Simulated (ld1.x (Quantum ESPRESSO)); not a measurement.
## gold (Au): variants of one TM semilocal potential

Base potential:

```
Element                 : gold
Generator               : ld1.x (Quantum ESPRESSO) 7.5
Type                    : norm-conserving Troullier–Martins (semilocal form)
Functional              : PW91
Relativity              : scalar-relativistic
Frozen core             : [Kr] 4d10 4f14 5s2
Valence charge          : 17
Reference configuration : 5p6 5d10 6s1 6p0
Partial waves           : 6s (bound): rc 2.45 bohr; 5p (bound): rc 1.50 bohr; 5d (bound): rc 2.40 bohr
Local potential         : the d channel
Core correction         : none
```

All-electron outer shells of the reference configuration (PW91, scalar-relativistic, ld1.x):

| shell | level (eV) | outermost node (bohr) | outermost maximum (bohr) |
| --- | --- | --- | --- |
| 5s | -108.48 | 0.48 | 0.84 |
| 4f | -81.24 | – | 0.37 |
| 5p | -59.86 | 0.52 | 0.96 |
| 5d | -6.94 | 0.56 | 1.21 |
| 6s | -5.83 | 1.11 | 2.32 |
| 6p | -0.84 | 1.32 | 3.64 |

Cutoffs, loose and tight: the cutoffs (Ry, on a coarse ladder) from which the occupation-weighted sum of valence levels, in a spherical-Bessel basis at the reference potential, stays within 10 and 1 mRy of its value at 400 Ry. They do not see the model core or the augmentation charge, which bear on the density cutoff. Test errors are all-electron minus pseudo excitation energies from the reference, over the configurations 5p6 5d10 6s0 6p0; 5p6 5d9 6s0 6p0; 5p6 5d8 6s0 6p0; 5p6 5d9 6s1 6p0; 5p6 5d9 6s1 6p1; 5p6 5d10 6s0 6p1; 5p6 5d9 6s2 6p0. A dash means not determined; rows that change the core or the reference have their own tests. The largest error is taken over the tests solved by every variant that gives reliable tests at all: 5p6 5d10 6s0 6p0; 5p6 5d10 6s0 6p1; 5p6 5d8 6s0 6p0; 5p6 5d9 6s0 6p0; 5p6 5d9 6s1 6p0; 5p6 5d9 6s1 6p1.

A semilocal file is local in each channel, so a ghost entry of none says nothing of the separable form that plane-wave codes build from it.

```tsv
change	outcome	cutoff, loose	cutoff, tight	bound ghosts	largest test error (meV)
base	generated	60 Ry	100 Ry	none	+137
wave 6s (bound): rc 2.45 bohr becomes 6s (bound): rc 2.14 bohr	generated	60 Ry	100 Ry	none	+136
wave 6s (bound): rc 2.45 bohr becomes 6s (bound): rc 2.46 bohr	generated	60 Ry	100 Ry	none	+137
wave 6s (bound): rc 2.45 bohr becomes 6s (bound): rc 3.36 bohr	generated	60 Ry	100 Ry	none	-224
```

Task: What comes out with this change to the base: wave 6s (bound): rc 2.45 bohr becomes 6s (bound): rc 3.56 bohr?

Result: outcome: generated; cutoff, loose: 60 Ry; cutoff, tight: 100 Ry; bound ghosts: none; largest test error (meV): -322.

Task: What comes out with this change to the base: wave 6s (bound): rc 2.45 bohr becomes 6s (bound): rc 1.70 bohr?

Result: outcome: generated; cutoff, loose: 60 Ry; cutoff, tight: 110 Ry; bound ghosts: none; largest test error (meV): +144.

Reading the sweep of the s radius (base included, trends over the rows without a ghost): The loose cutoff stays near 60 Ry. The median size of the test errors (rows with all tests solved) rises from 23.2 meV at 1.7 to 96.9 meV at 3.56 bohr. More of the atom is replaced by a form fitted at one configuration, so other configurations suffer as the radius grows.
